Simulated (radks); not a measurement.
Q: Numerical settings for neutral gold, [Xe] 4f14 5d10 6s1. Calculated with a radial shooting solver on a logarithmic mesh with Libxc functionals: scalar-relativistic Kohn-Sham, SCAN, spin-polarised, spherical densities, finite nucleus; open shells are filled with parallel spins first (spin-orbit coupling, left out, can overturn this in heavy ions); meta-GGA in the generalised Kohn-Sham scheme; Fermi nuclear charge, rms radius 5.4371 fm. The defaults (mesh step 0.008 in ln r, mesh end at 40 bohr or more with all orbitals vanishing there, Anderson mixing 0.5 over 9 steps, residual threshold near 1e-9 with the energy settled to 1e-9 hartree or 1e-11 of itself, here a cap of 61 iterations) give E = -19010.512 hartree and 6s at -6.567 eV in 13 iterations. Run on one thread of a shared host, so times are rough (Arm Neoverse N1): 0.36 s of CPU time, 0.36 s wall, 13 iterations on 2440 mesh points. One setting is changed at a time: mesh step in ln r 0.08; mesh step in ln r 0.03; mesh step in ln r 0.005; mesh end (bohr) 5; mesh end (bohr) 12; residual threshold 0.1; residual threshold 1e-05; mixing 1; linear mixing, mixing 0.05; linear mixing, mixing 1; mixing history 2; iteration cap 8. Which runs fail to converge, and which converge to a wrong energy?

A: Not converged within the cap: mesh step in ln r 0.08; linear mixing, mixing 0.05; linear mixing, mixing 1; iteration cap 8. Settings that end as converged yet miss the energy by more than 1 mhartree: mesh step in ln r 0.03 (+0.048 hartree); mesh end (bohr) 5 (+0.0651 hartree).
